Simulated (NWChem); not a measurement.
Molecule: AlSiH5O2; SMILES [OH][AlH][O][SiH3]

```xyz
9

Al    -0.6365     1.2939     0.0090
H     -2.1559     1.6797     0.0414
O      0.4916     2.5584    -0.0144
H      1.4466     2.4868    -0.0338
O     -0.1363    -0.3280    -0.0020
Si     0.2088    -1.9367    -0.0019
H     -0.9590    -2.7289     0.4927
H      1.3790    -2.2153     0.8865
H      0.5432    -2.3941    -1.3856
```
Atoms are numbered in this order, from 1.

Program: NWChem. Pople sets run with spherical d functions. STO-3G and 3-21G are far too small for this property and stand as cheap habits. All runs use the structure optimised with PBE0/def2-SVP. GIAO values for the isolated, static molecule; σ is the absolute isotropic shielding, δ = σ(reference) − σ with the isolated reference molecule computed at the same levels (1H: tetramethylsilane, 17O: water, 29Si: tetramethylsilane).

| level | σ Al1 (ppm) | δ H2 (ppm) | δ O3 (ppm) | δ H4 (ppm) | δ O5 (ppm) | δ Si6 (ppm) | δ H7 (rotor mean) (ppm) | relative time |
|---|---|---|---|---|---|---|---|---|
| PBE0/pcSseg-1 | 455.4 | 3.89 | 39.7 | 1.81 | 38.4 | -43.0 | 5.10 | 20 |
| B3LYP/6-311G** | 454.7 | 4.12 | 47.2 | 1.63 | 45.5 | -48.5 | 5.25 | 20 |
| Hartree-Fock/STO-3G | 495.4 | 2.14 | -45.9 | -2.12 | -166.7 | -47.0 | 1.76 | 1 |
| LDA (Slater exchange, VWN5)/pcSseg-1 | 422.0 | 4.21 | 63.9 | 2.24 | 61.9 | -39.8 | 5.60 | 8 |

Times are rough ratios from one shared machine.
